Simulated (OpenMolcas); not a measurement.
neutral tin: effect of the active space

```yaml
Program: OpenMolcas 26.06
Method: SS-CASPT2, IPEA 0.25 Eh, imaginary shift 0.1 Eh
Basis: ANO-RCC-VDZP
Scalar_Hamiltonian: DKH2, point nucleus
Spin-orbit_coupling: state interaction with AMFI integrals over the reference wave functions, term energies averaged over their components
```

A. 2 electrons in 3 orbitals (5p); 2S+1 = 3 even, 3 roots; 2S+1 = 1 even, 6 roots; closed shells correlated: 4d 5s; CASPT2 step of the order of 0.6 core-seconds
B. 4 electrons in 4 orbitals (5s 5p); 2S+1 = 3 even, 3 roots; 2S+1 = 1 even, 6 roots; 2S+1 = 5 odd, 1 root; 2S+1 = 3 odd, 5 roots; closed shells correlated: 4d; CASPT2 step roughly 1.4 core-seconds

Energies in cm-1 above 5s2 5p2 3P0, the measured ground level; measured values from NIST Handbook of Basic Atomic Spectroscopic Data.

```
      Level      A      B  Measured
5s2 5p2 3P0    0.0    0.0       0.0
5s2 5p2 3P1   1401   1434      1692
5s2 5p2 3P2   3110   3130      3428
5s2 5p2 1D2   9780   9590      8613
5s2 5p2 1S0  19470  19280     17162
```

Deviations, from unrounded energies. A percentage is the sum of absolute deviations over the sum of measured energies, with the sign that they share, or ± where signs differ.

```
                        Against measurement  Levels      A      B
             mean absolute deviation (cm-1)       4   1000    910
      fine structure of the ground term (%)       2  -11.9  -10.9
other terms of the ground configuration (%)       2  +13.5  +12.0
```

B lies closest to measurement on these levels. The largest miss of B in the table is 5s2 5p2 1S0, by +2100 cm-1. The ranking rests on the paired levels alone, and a cruder setting can come out closer through cancelling errors.

Between A and B the level of the table that moves most is 5s2 5p2 1D2, by 190 cm-1 (lowest in B, highest in A). Moves below CASPT2's spread within the term are not significant.

CASPT2 breaks the degeneracy within a term, and the mean is taken; among the terms shown or strongly mixed into the levels shown the widest spread is 83 cm-1 (5s2 5p2 1D, A). With the s shell closed, the reference lacks s² → p² mixing (holds for A). Measured partners are found by configuration, term and J. A level has none where our copy of the source lacks it or the pairing is in doubt (some pairs that miss far off the trend of their configuration count as doubtful), and it then counts in no deviation. Only configurations of the active space appear. The table leaves out levels that lie high or whose names do not pair safely across all columns.
